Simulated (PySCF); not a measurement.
Input for PySCF: D3(BJ) and D4 dispersion corrections on C2H8S (a complex), monomers drawn apart or pushed together.

```python
from pyscf import gto
from pyscf.dispersion import dftd3, dftd4

mol = gto.M(
    atom='''
    C    -0.05253314    0.07524439   -0.09987776
    H    -1.11684466    0.02075430    0.12847562
    H     0.49353200    0.40839097    0.78163316
    H     0.30373735   -0.90909669   -0.40184656
    H     0.10475973    0.78045081   -0.91489445
    C    -0.27486045   -1.25528634    3.19740572
    S     0.23658379    0.45186674    3.57815012
    H    -0.29703354   -1.42890259    2.12386502
    H     0.47730228   -1.90331394    3.64416428
    H    -1.24242885   -1.48481516    3.63869830
    H    -0.78203598    1.07118294    2.96016538
    ''',
    basis='def2-svp',
    charge=0, spin=0, verbose=0, max_memory=1800)
d3, d4 = {}, {}
for xc in ['hf', 'pbe', 'blyp', 'revpbe', 'tpss', 'r2scan', 'b3lyp', 'pbe0', 'bhlyp', 'camb3lyp', 'b2plyp']:
    d3[xc] = float(dftd3.DFTD3Dispersion(mol, xc=xc, version='d3bj', atm=False).get_dispersion()['energy'])
    print(f'D3(BJ) {xc:10s} {d3[xc]:14.8f} Eh')
for xc in ['hf', 'pbe', 'blyp', 'revpbe', 'tpss', 'r2scan', 'b3lyp', 'pbe0', 'bhlyp', 'camb3lyp', 'b2plyp']:
    d4[xc] = float(dftd4.DFTD4Dispersion(mol, xc={'camb3lyp': 'cam-b3lyp'}.get(xc, xc), atm=True).get_dispersion()['energy'])
    print(f'D4     {xc:10s} {d4[xc]:14.8f} Eh')
```

Output:

```
D3(BJ) hf            -0.04776908 Eh
D3(BJ) pbe           -0.00622431 Eh
D3(BJ) blyp          -0.01273437 Eh
D3(BJ) revpbe        -0.01583697 Eh
D3(BJ) tpss          -0.00773856 Eh
D3(BJ) r2scan        -0.00183377 Eh
D3(BJ) b3lyp         -0.01036642 Eh
D3(BJ) pbe0          -0.00533106 Eh
D3(BJ) bhlyp         -0.00787551 Eh
D3(BJ) camb3lyp      -0.00471909 Eh
D3(BJ) b2plyp        -0.00470589 Eh
D4     hf            -0.01894307 Eh
D4     pbe           -0.00527473 Eh
D4     blyp          -0.01152828 Eh
D4     revpbe        -0.01741876 Eh
D4     tpss          -0.00711058 Eh
D4     r2scan        -0.00143746 Eh
D4     b3lyp         -0.00831751 Eh
D4     pbe0          -0.00448472 Eh
D4     bhlyp         -0.00587682 Eh
D4     camb3lyp      -0.00450768 Eh
D4     b2plyp        -0.00372110 Eh
```

The run finished.

Cost: very roughly 0.010 core-seconds.
